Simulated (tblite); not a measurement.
Parent: `[CH3:1][Si@@H:2]([Cl:3])[CH2:4][C:5]#[N:6]` with C1–Si2–C4–C5 59°, C3H6ClNSi.

Computed geometry: GFN2-xTB, gas phase. One conformer each, not checked by frequencies here.

| coordinate of the parent | value |
| --- | --- |
| C1–Si2 | 1.895 Å |
| Si2–Cl3 | 2.027 Å |
| Si2–C4 | 1.925 Å |
| C4–C5 | 1.429 Å |
| C5≡N6 | 1.144 Å |
| C1–Si2–Cl3 | 110.2° |
| C1–Si2–C4 | 109.0° |
| Cl3–Si2–C4 | 106.4° |
| Si2–C4–C5 | 111.1° |
| C4–C5–N6 | 178.7° |

**Question.** How does the shared frame change in `[N:1]#[C:2][CH2:3][Si@@H:4]([Cl:5])[CH2:6][CH2:7][Cl:8]` with C2–C3–Si4–Cl5 -174°, C3–Si4–C6–C7 -23°, Si4–C6–C7–Cl8 -56°, C4H7Cl2NSi? Atoms pair as C1 = C6, Si2 = Si4, Cl3 = Cl5, C4 = C3, C5 = C2, N6 = N1 (parent first).

**Answer.** 
```tsv
parent	relative	value in the relative	change
C1–Si2	C6–Si4	1.916 Å	+0.021
Si2–Cl3	Si4–Cl5	2.015 Å	-0.012
Si2–C4	Si4–C3	1.922 Å	-0.003
C4–C5	C3–C2	1.428 Å	-0.001
C5≡N6	C2≡N1	1.144 Å	0.000
C1–Si2–Cl3	C6–Si4–Cl5	111.2°	+1.0
C1–Si2–C4	C6–Si4–C3	111.5°	+2.5
Cl3–Si2–C4	Cl5–Si4–C3	107.2°	+0.8
Si2–C4–C5	Si4–C3–C2	111.3°	+0.2
C4–C5–N6	C3–C2–N1	178.3°	-0.4
```

Of the parent's bonds, C1–Si2 changes most (+0.021 Å). Bonds of the relative outside the shared frame: C6–C7 1.518, C7–Cl8 1.786 Å. Point group C1 → C1.

**Question.** How does the shared frame change in `[N:1]#[C:2][CH2:3][Si@H:4]([Cl:5])[CH2:6][CH:7]1[CH2:8][CH2:9][CH2:10]1` with C2–C3–Si4–Cl5 180°, C3–Si4–C6–C7 176°, Si4–C6–C7–C8 69°, C6–C7–C8–C9 132°, C7–C8–C9–C10 -12°, C8–C9–C10–C7 12°, C6–C7–C10–C9 -132°, C7H12ClNSi? Atoms pair as C1 = C6, Si2 = Si4, Cl3 = Cl5, C4 = C3, C5 = C2, N6 = N1 (parent first).

**Answer.** 
| parent | relative | value in the relative | change |
| --- | --- | --- | --- |
| C1–Si2 | C6–Si4 | 1.901 Å | +0.006 |
| Si2–Cl3 | Si4–Cl5 | 2.025 Å | -0.002 |
| Si2–C4 | Si4–C3 | 1.924 Å | -0.001 |
| C4–C5 | C3–C2 | 1.428 Å | -0.001 |
| C5≡N6 | C2≡N1 | 1.144 Å | 0.000 |
| C1–Si2–Cl3 | C6–Si4–Cl5 | 110.2° | 0.0 |
| C1–Si2–C4 | C6–Si4–C3 | 109.0° | 0.0 |
| Cl3–Si2–C4 | Cl5–Si4–C3 | 106.4° | 0.0 |
| Si2–C4–C5 | Si4–C3–C2 | 111.1° | 0.0 |
| C4–C5–N6 | C3–C2–N1 | 178.7° | 0.0 |

Of the parent's bonds, C1–Si2 changes most (+0.006 Å). Bonds of the relative outside the shared frame: C6–C7 1.522, C7–C8 1.538, C8–C9 1.536, C9–C10 1.536, C7–C10 1.541 Å. Point group C1 → C1.

**Question.** How does the shared frame change in `[CH2:1]=[N:2][CH2:3][Si@@H:4]([Cl:5])[CH2:6][C:7]#[N:8]` with C1–N2–C3–Si4 115°, N2–C3–Si4–Cl5 -60°, C3–Si4–C6–C7 72°, C4H7ClN2Si? Atoms pair as C1 = C3, Si2 = Si4, Cl3 = Cl5, C4 = C6, C5 = C7, N6 = N8 (parent first).

**Answer.** 
| parent | relative | value in the relative | change |
| --- | --- | --- | --- |
| C1–Si2 | C3–Si4 | 1.918 Å | +0.023 |
| Si2–Cl3 | Si4–Cl5 | 2.019 Å | -0.008 |
| Si2–C4 | Si4–C6 | 1.918 Å | -0.007 |
| C4–C5 | C6–C7 | 1.430 Å | +0.001 |
| C5≡N6 | C7≡N8 | 1.144 Å | 0.000 |
| C1–Si2–Cl3 | C3–Si4–Cl5 | 109.3° | -0.9 |
| C1–Si2–C4 | C3–Si4–C6 | 107.0° | -2.0 |
| Cl3–Si2–C4 | Cl5–Si4–C6 | 107.8° | +1.4 |
| Si2–C4–C5 | Si4–C6–C7 | 111.0° | -0.1 |
| C4–C5–N6 | C6–C7–N8 | 178.8° | +0.1 |

Of the parent's bonds, C1–Si2 changes most (+0.023 Å). Bonds of the relative outside the shared frame: C1=N2 1.252, N2–C3 1.427 Å. Point group C1 → C1.

**Question.** How does the shared frame change in `[N:1]#[C:2][CH2:3][Si@H:4]([Cl:5])[CH2:6][CH:7]1[CH2:8][CH2:9]1` with C2–C3–Si4–Cl5 167°, C3–Si4–C6–C7 42°, Si4–C6–C7–C8 79°, C6H10ClNSi? Atoms pair as C1 = C6, Si2 = Si4, Cl3 = Cl5, C4 = C3, C5 = C2, N6 = N1 (parent first).

**Answer.** 
```
    parent    relative  value in the relative  change
    C1–Si2      C6–Si4                1.906 Å  +0.011
   Si2–Cl3     Si4–Cl5                2.024 Å  -0.003
    Si2–C4      Si4–C3                1.924 Å  -0.001
     C4–C5       C3–C2                1.429 Å   0.000
     C5≡N6       C2≡N1                1.144 Å   0.000
C1–Si2–Cl3  C6–Si4–Cl5                 111.1°    +0.9
 C1–Si2–C4   C6–Si4–C3                 109.7°    +0.7
Cl3–Si2–C4  Cl5–Si4–C3                 106.0°    -0.4
 Si2–C4–C5   Si4–C3–C2                 111.3°    +0.2
  C4–C5–N6    C3–C2–N1                 178.6°    -0.1
```

Of the parent's bonds, C1–Si2 changes most (+0.011 Å). Bonds of the relative outside the shared frame: C6–C7 1.515, C7–C8 1.498, C8–C9 1.500, C7–C9 1.499 Å. Point group C1 → C1.
